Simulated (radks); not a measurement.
Values are calculated unless marked as measured or tabulated.
Question: The calcium ion Ca8+ is in [Ne] 3s2. Level of theory: non-relativistic Kohn-Sham, PBE, spin-polarised, spherical densities, point nucleus (a radial shooting solver on a logarithmic mesh with Libxc functionals). Open shells are filled with parallel spins first. One electron is removed from 2s, 3s, 2p, 1s in turn, with full relaxation. Which removal costs least, and what does each cost?

Answer: 3s 187.74 eV; 2p 528.82 eV; 2s 600.19 eV; 1s 4206.8 eV. The 3s electron leaves first.
